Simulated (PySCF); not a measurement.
Compound: pentamethylene sulfone, C₅H₁₀O₂S.
Numbering: `[O:1]=[S:2]1(=[O:3])[CH2:4][CH2:5][CH2:6][CH2:7][CH2:8]1`

Structure used (GFN2-xTB), in Å, numbered top down from 1:
```
atom  x, y, z in Å
O1    -2.7634    0.8102    0.4942
S2    -1.5353    0.5478   -0.2075
O3    -1.5023    0.8230   -1.6180
C4    -0.1792    1.4494    0.5996
C5     1.1159    1.0022   -0.0467
C6     1.3756   -0.4877    0.1710
C7     0.3364   -1.3645   -0.5259
C8    -1.0456   -1.1808    0.0668
H9    -0.2361    1.2074    1.6574
H10   -0.3704    2.5091    0.4539
H11    1.0455    1.2044   -1.1172
H12    1.9502    1.5825    0.3557
H13    2.3641   -0.7339   -0.2215
H14    1.3818   -0.7067    1.2419
H15    0.2874   -1.0963   -1.5831
H16    0.6339   -2.4138   -0.4537
H17   -1.7908   -1.8045   -0.4194
H18   -1.0763   -1.3414    1.1409
```

NICS = −σ at a ghost point: NICS(0) at the centroid of the ring atoms, NICS(1) 1 Å to either side along the normal of their mean plane, zz for the tensor component along that normal. Level: GIAO PBE0/pcSseg-1 (PySCF, non-relativistic, gas phase) on the GFN2-xTB geometry, one conformer.

Ring bond lengths (Å), with Mayer bond orders in brackets: S2–C4 1.817 (0.86), C4–C5 1.515 (1.01), C5–C6 1.528 (1.03), C6–C7 1.528 (1.03), C7–C8 1.515 (1.01), C8–S2 1.817 (0.86).

Question: What do the NICS probes read (ppm)?

Answer: 
```tsv
ring	type	NICS(0)	NICS(1), two faces	NICS(1)zz, two faces	rms pucker (Å)	centre to ring atoms, mean (Å)
S2–C4–C5–C6–C7–C8	6-membered ring with S; formal bonds all single	-2.9	-2.1 / -2.5	2.5 / 3.4	0.28	1.54
```

Question: What do they say, and how far can they be read as aromaticity?

Answer: 
- S2–C4–C5–C6–C7–C8: mean NICS(1)zz 3.0 ppm, near zero. S2, C4, C5, C6, C7, C8 have four or more neighbours, so the value isn't read as a sign of a π ring current.

Question: List the ring angles and the Hirshfeld charges of the ring atoms.

Answer: 
- S2–C4–C5–C6–C7–C8: S2 101.8° (+0.517 e), C4 107.6° (-0.075 e), C5 111.9° (-0.070 e), C6 112.3° (-0.068 e), C7 111.9° (-0.070 e), C8 107.6° (-0.075 e); sum 652.9° against 720° for a flat convex ring.

Question: What are the shieldings of the ring atoms and their hydrogens in the same run (means over atoms taken as equivalent)?

Answer: 
```csv
atoms,environment,σ isotropic (ppm),"principal values of the symmetric part, first atom (ppm)"
S2,sulfonyl sulfur,209.6,"44.3, 186.4, 398.2"
C4 (×2),sp3 carbon bound to sulfur,125.5,"104.1, 113.5, 159.0"
C5 (×2),ring CH2 carbon,159.8,"153.8, 157.8, 167.7"
C6,ring CH2 carbon,156.9,"151.8, 155.0, 163.8"
H9 (×4),methylene hydrogen,28.96,"26.3, 28.3, 32.9"
H11 (×4),methylene hydrogen,29.70,"26.5, 28.2, 34.2"
H13 (×2),methylene hydrogen,30.29,"25.1, 27.8, 36.9"
```
